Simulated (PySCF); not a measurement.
Unknown compound

The spectra below were simulated for a compound C₄H₄F₃N.

$^{1}$H NMR (400 MHz, computed): δ 12.28 (br s, 1H), 8.15 (m, 1H), 7.00 (m, 1H), 5.69 (m, 1H).

$^{13}$C{$^{1}$H} NMR (computed): δ 164.7 (C), 164.5 (CH), 116.0 (CH), 111.2 (CH).

PySCF 2.14 calculation with coordinates at the GFN2-xTB level and PBE0/pcSseg-1 with gauge-including orbitals; equivalent nuclei averaged, relativity neglected, a single conformation, gas phase.

Referencing at the same level of theory: $^{1}$H (σ = 31.72 ppm) and $^{13}$C (σ = 186.93 ppm) vs TMS.

Problem. Which candidate is it?
A. C=C/N=C\C(F)(F)F
B. C[C@H](C#N)C(F)(F)F
C. [H]/N=C\C=C(\F)C(F)F
D. [H]/N=C\C(F)=C\C(F)F

Solution. D. 

1. The formula gives 2 degrees of unsaturation (no ring in the answer).
2. 4 carbon signals for 4 carbons: no two carbons are equivalent.
3. Carbon types of the structure: 1 × C, 3 × CH, leaving 1 H on heteroatoms.
4. δC 164.7: fully substituted alkene carbon; the olefinic region.
5. δC 164.5: C=N carbon.
6. δC 116.0: allylic sp3 CH bonded to 2 F; 2 electronegative neighbours deshield it.
7. δC 111.2: alkene CH; an sp2 carbon of a C=C bond.
8. δH 12.28: hydrogen on an imine nitrogen; labile proton, position sensitive to the medium.

The others: C[C@H](C#N)C(F)(F)F would give 2 signals for carbon-bound and other non-exchanging H, not 3; [H]/N=C\C=C(\F)C(F)F has carbons computed at 173.7, 164.1, 121.9, 118.3; C=C/N=C\C(F)(F)F would give 4 signals for carbon-bound and other non-exchanging H, not 3.

Exchangeable OH/NH protons stand at their gas-phase positions; hydrogen bonding in a real sample shifts them, mostly to higher δ. Splittings by $^{19}$F in the carbon and heteronuclear signals aren't shown, as no couplings were computed. Shifts are as computed. Against solution values, carbons near 30 ppm lie about +3 ppm off and those near 130 ppm about +5 ppm (rms about the fit 2.1 ppm; single classes can miss by 10 ppm). Of 1328 compounds with measured shifts, 309 miss one by over three times the rms of a fit or turn the order of signals round; such compounds aren't used in these exercises. Signals without a measured value on file couldn't be tested in this way; 1H shifts scatter by 0.2 ppm about their fit, and single ones miss by 0.5 ppm. No couplings were computed; multiplicities are counted from neighbouring protons, with m where these are inequivalent, close in shift, in a saturated or five-membered ring or joined by F or P, and br s for small geminal =CH2 splittings.
